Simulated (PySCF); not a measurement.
**Correlation energy of Cu (copper, neutral)**

[Ar] 3d10 4p1, 2P determinant (an excited configuration). Calculation: PySCF 2.14, in def2-TZVPPD (6s6p4d2f1g, 67 functions); the non-relativistic Hamiltonian (point nucleus). Frozen: [Ar]; 11 electrons correlated.

```tsv
level	correlation energy (mhartree)
CCSD	-403.98
(T)	-15.63
CCSD(T)	-419.61
```

Diagnostics: T1 = 0.023, D1 = 0.0707, largest double amplitude 0.027.

Cost of the coupled-cluster step: roughly 22 core-seconds, for 11 correlated electrons.

Iterations:

```
CC2 = 0
CCSD nocc = (np.int64(6), np.int64(5)), nmo = (58, 58)
frozen orbitals [[0, 1, 2, 3, 4, 5, 6, 7, 8], [0, 1, 2, 3, 4, 5, 6, 7, 8]]
max_cycle = 100
direct = 0
conv_tol = 1e-08
conv_tol_normt = 1e-06
diis_space = 8
diis_start_cycle = 0
Init t2, MP2 energy = -0.461265937855601
Init E_corr(UCCSD) = -0.461265937858902
cycle = 1  E_corr(UCCSD) = -0.380821889582751  dE = 0.0804440483  norm(t1,t2) = 0.127201
cycle = 2  E_corr(UCCSD) = -0.411872324551038  dE = -0.031050435  norm(t1,t2) = 0.0738927
cycle = 3  E_corr(UCCSD) = -0.403914114714261  dE = 0.00795820984  norm(t1,t2) = 0.0537226
cycle = 4  E_corr(UCCSD) = -0.402819751072454  dE = 0.00109436364  norm(t1,t2) = 0.0110816
cycle = 5  E_corr(UCCSD) = -0.403774828793505  dE = -0.000955077721  norm(t1,t2) = 0.00537455
cycle = 6  E_corr(UCCSD) = -0.404071499778803  dE = -0.000296670985  norm(t1,t2) = 0.00222012
cycle = 7  E_corr(UCCSD) = -0.404011765914853  dE = 5.97338639e-05  norm(t1,t2) = 0.00188095
cycle = 8  E_corr(UCCSD) = -0.403912948815052  dE = 9.88170998e-05  norm(t1,t2) = 0.00135742
cycle = 9  E_corr(UCCSD) = -0.403981057274036  dE = -6.8108459e-05  norm(t1,t2) = 0.00101843
cycle = 10  E_corr(UCCSD) = -0.403979655105521  dE = 1.40216852e-06  norm(t1,t2) = 0.000569324
cycle = 11  E_corr(UCCSD) = -0.403986044514678  dE = -6.38940916e-06  norm(t1,t2) = 0.000299805
cycle = 12  E_corr(UCCSD) = -0.403983375818215  dE = 2.66869646e-06  norm(t1,t2) = 0.000118606
cycle = 13  E_corr(UCCSD) = -0.403980700919151  dE = 2.67489906e-06  norm(t1,t2) = 6.29782e-05
cycle = 14  E_corr(UCCSD) = -0.403981899936199  dE = -1.19901705e-06  norm(t1,t2) = 4.51877e-05
cycle = 15  E_corr(UCCSD) = -0.403983701299825  dE = -1.80136363e-06  norm(t1,t2) = 2.98925e-05
cycle = 16  E_corr(UCCSD) = -0.403982546573631  dE = 1.15472619e-06  norm(t1,t2) = 2.27359e-05
cycle = 17  E_corr(UCCSD) = -0.403982926167152  dE = -3.79593521e-07  norm(t1,t2) = 1.32798e-05
cycle = 18  E_corr(UCCSD) = -0.403982971325736  dE = -4.51585845e-08  norm(t1,t2) = 6.50752e-06
cycle = 19  E_corr(UCCSD) = -0.403982721602509  dE = 2.49723228e-07  norm(t1,t2) = 3.00258e-06
cycle = 20  E_corr(UCCSD) = -0.403982877937444  dE = -1.56334935e-07  norm(t1,t2) = 1.30862e-06
cycle = 21  E_corr(UCCSD) = -0.403982829337184  dE = 4.86002591e-08  norm(t1,t2) = 5.64872e-07
cycle = 22  E_corr(UCCSD) = -0.403982827734742  dE = 1.60244229e-09  norm(t1,t2) = 3.21423e-07
UCCSD converged
E(UCCSD) = -1639.213645435922  E_corr = -0.4039828277347422
UCCSD(T) correction = -0.0156297697343614
```
